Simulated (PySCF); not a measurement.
HIn, charge -1, doublet, geometry from GFN2-xTB (such geometries of metal compounds can be far from the true shape) (a state made from the parent by changing its charge; the spin is typed, not shown lowest) (core potentials on In) (in this run its highest filled SCF level lies above zero, so its values depend strongly on the basis, on diffuse functions most of all). Base run: PySCF with B3LYP/def2-SVP.

Here is a job for PySCF.
```python
from pyscf import gto, scf, dft

mol = gto.M(
    atom='''
In   -0.00000000   -0.00000000   -0.03576299
H     0.00000000    0.00000000    1.75238670
''',
    basis='def2-svp',
    ecp={'In': 'def2-svp'},
    charge=-1,
    spin=1,
    verbose=4,
)

mf = dft.UKS(mol)
mf.xc = 'b3lyp'
mf.kernel()
```

The base run was repeated with changes; each row names its change, and settings that it needs were set with it.

```
change                                       ΔE vs base (µEh)  SCF cycles  <S^2>        outcome
-------------------------------------------  ----------------  ----------  -----  -------------
base                                                      0.0           9  0.752      converged
diis_space = 20                                           0.0           9  0.752      converged
solver = newton                                           0.0           -  0.752      converged
conv_tol = 1e-11                                          0.0          11  0.752      converged
diis_space = 2                                            0.0          13  0.752      converged
init_guess = mod_huckel                                   0.0           7  0.752      converged
init_guess = huckel                                       0.0           7  0.752      converged
DIIS = ADIIS                                              0.0          12  0.752      converged
init_guess = atom                                         0.0           9  0.752      converged
DIIS = EDIIS                                                -          50      -  not converged
conv_tol = 1e-4                                           0.0           6  0.752      converged
level_shift = 0.1 (with mf.max_cycle = 100)               0.0          11  0.752      converged
init_guess = vsap                                           -           -      -  input refused
```

Open shells are given as the SCF converged; they aren't shown to be the lowest states, and a large step between rows can be another state.

- init_guess = vsap: ended with `AssertionError: ECP or PP not supported`
